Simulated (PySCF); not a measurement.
**Radial density of Te⁻ (tellurium, charge -1)**

UHF, [Kr] 4d10 5s2 5p5, 2P determinant. All numbers are calculated (PySCF 2.14, scalar relativity through the core potential, in aug-cc-pwCVTZ-PP with ECP28MDF (8s7p6d4f1g, 96 functions)). This is the valence pseudo-density: the core potential removes the inner electrons and smooths the orbitals near the nucleus.

| r (bohr) | 4πr²ρ (e/bohr) | 4πr²(ρα − ρβ) |
| --- | --- | --- |
| 0.00219 | 2.407e-05 | 0.0000 |
| 0.00369 | 6.636e-05 | 0.0000 |
| 0.00621 | 0.0001752 | 0.0000 |
| 0.0104 | 0.0004172 | 0.0000 |
| 0.0176 | 0.0008374 | 0.0000 |
| 0.0295 | 0.001431 | 0.0000 |
| 0.0497 | 0.001958 | 0.0000 |
| 0.0836 | 0.003807 | 0.0000 |
| 0.141 | 0.02559 | 0.0001 |
| 0.236 | 0.3403 | 0.0008 |
| 0.398 | 5.253 | 0.0196 |
| 0.669 | 25.12 | 0.0667 |
| 1.13 | 13.08 | 0.0068 |
| 1.89 | 3.951 | 0.4281 |
| 3.18 | 1.736 | 0.2901 |
| 5.35 | 0.2424 | 0.0247 |
| 9.01 | 0.009020 | -0.0007 |

Energies and moments cover only the electrons outside the core potential.
